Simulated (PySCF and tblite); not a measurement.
Values are calculated unless marked as measured or tabulated.
C₅H₆O₂, numbered as in [CH3:1][O:2][c:3]1[cH:4][cH:5][o:6][cH:7]1.

Level: B3LYP-D3(BJ)/def2-TZVP (IEF-PCM, chloroform)//PBE0-D3(BJ)/def2-SVP, thermal terms from GFN2-xTB, symmetry numbers and mirror pairs counted. Conformers within 3 kcal/mol (GFN2-xTB free energy) were kept, 8 at most. Codes: tblite and PySCF.

Torsions listed: C1–O2–C3–C4.

| conformer | shape | symmetry | E(GFN2) kcal/mol |
| --- | --- | --- | --- |
| 1 | -179° | Cs | 0.00 |
| 2 | -1° | Cs | 0.86 |

Which of these conformers is the most populated at 298.15 K, and with what share?

Conformer 1, about 92 %.

Give the DFT energies and free energies relative to the lowest, and all weights.


```
conformer  shape  E(DFT) kcal/mol  G(298.15 K) kcal/mol  weight %
        1  -179°             0.00                  0.00      91.7
        2    -1°             1.47                  1.42       8.3
```

How does its share change from 250 K to 373.15 K?

From 95 % to 87 %; the mixing entropy goes from 0.42 to 0.76 cal/(mol K).
